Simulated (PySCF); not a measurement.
Telling isomers of C₁₀H₉P apart by NMR

PySCF 2.14 calculation with GFN2-xTB geometry and NMR shieldings at PBE0/pcSseg-1/GIAO; non-relativistic, isolated molecule, one conformer, equivalent nuclei averaged.

References, each an isolated molecule treated in the same way: TMS for $^{1}$H (σref 31.72), $^{13}$C (σref 186.93). Splittings of carbon signals by F and P are missing where no couplings were computed. Where no couplings were computed, multiplicities follow the n + 1 count of equivalent neighbours, and m marks all less simple cases (inequivalent or close neighbours, rings, F or P nearby). Shifts are as computed. Against solution values, carbons near 30 ppm lie about +3 ppm off and those near 130 ppm about +5 ppm. Of 1211 compounds with measured shifts, 218 miss one by over three times the rms of a fit or turn the order of signals round; such compounds aren't used in these exercises.

(1) Tabulate the signals of `Cc1ccpc2ccccc12`, `Cc1cpcc2ccccc12` and their relative energies.

(2) What is the quickest way to tell Cc1ccpc2ccccc12 from Cc1cpcc2ccccc12?

Results:

(1) 
```json
{"SMILES": "Cc1ccpc2ccccc12", "carbon types": "3×C 6×CH 1×CH3", "δC": "170.4, 160.8, 142.2, 142.1, 138.2, 136.3, 134.2, 132.2, 129.0, 25.6", "δH": "9.57 (m, 1H), 8.76 (m, 1H), 8.48 (m, 1H), 8.18 (m, 1H), 8.12 (m, 1H), 7.89 (m, 1H), 3.01 (s, 3H)", "E rel. (kcal/mol)": "0.0"}
{"SMILES": "Cc1cpcc2ccccc12", "carbon types": "3×C 6×CH 1×CH3", "δC": "172.0, 153.5, 146.1, 139.8, 135.9, 135.4, 132.8, 132.3, 130.9, 27.6", "δH": "9.83 (m, 1H), 8.78 (m, 1H), 8.39 (d, 1H), 8.13 (m, 1H), 7.96 (m, 1H), 7.96 (m, 1H), 3.05 (s, 3H)", "E rel. (kcal/mol)": "0.4"}
```

Energies are electronic energies at PBE0/pcSseg-1 on these geometries, without zero-point or thermal terms, each for the one conformer computed, which needn't be the lowest.

(2) Both give the same number of carbon signals, with the same numbers of each carbon type, so the positions decide. The first has a ring-fusion aromatic carbon (C) at 160.8 ppm, the second an aromatic CH at 153.5 ppm. Their most deshielded carbons lie at 170.4 and 172.0 ppm.
